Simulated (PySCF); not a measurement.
# Stationary points of WO₃

These are results of PySCF, PBE, basis W def2-TZVP with ECP60, O def2-TZVP (scalar-relativistic core potentials, no spin–orbit coupling, density fitting), not measurements.

Relaxations began from a few typed shapes. The search is not exhaustive: other isomers or separated fragments can lie lower, and high-lying points may rest on an excited occupation.

| spin | group | bonds | angles | imaginary modes (cm⁻¹) | ΔE (kJ/mol) | ΔE with ZPE (kJ/mol) |
| --- | --- | --- | --- | --- | --- | --- |
| singlet | C3v | W–O 1.737 Å (×3) | O–W–O 106.2° (×3) | none | 0.0 | 0.0 |
| singlet | D3h | W–O 1.750 Å (×3) | O–W–O 120.0° (×3) | 255i | 90.2 | – |

The lowest minimum found is the singlet C3v: W–O 1.737 Å (×3); O–W–O 106.2° (×3).

Formally W is in oxidation state +6, d0. A d0 centre has no lone pair, yet it is C3v rather than trigonal planar: covalent bonding through the d orbitals favours lower symmetry. The polar-tensor charge on W, 1.67, is far below the formal one.

For the lowest minimum: spin–orbit coupling, left out here, can matter for elements this heavy.
